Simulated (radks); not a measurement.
Problem. These are the eigenvalues of the occupied orbitals of an atom or ion with whole-number occupations (eV). Calculated with a radial shooting solver on a logarithmic mesh with Libxc functionals: Dirac Kohn-Sham, PBE, spin-unpolarised, spherical densities, finite nucleus; Fermi nuclear charge, rms radius of each element as measured or else 0.836 A^(1/3) + 0.57 fm.

1s1/2: -13553.91
2s1/2: -1972.763
2p1/2: -1800.790
2p3/2: -1753.228
3s1/2: -457.5577
3p1/2: -397.3344
3p3/2: -389.7645
3d3/2: -286.1439
3d5/2: -284.8159

Which element is it, and in what charge state? The configuration may be excited. Open shells, if any, fill j = l - 1/2 first.

Solution. Z = 35, bromine, charge +10: Br10+ in [Ar] 3d7. The list shows which subshells hold electrons but not how many an open one holds; the 1s level, -498.1 hartree, gives Z - s = 31.6 by -(Z - s)^2/2, which with screening and relativity narrows Z to a few neighbours, and the depths of the outer levels then fix element, charge and occupations together.
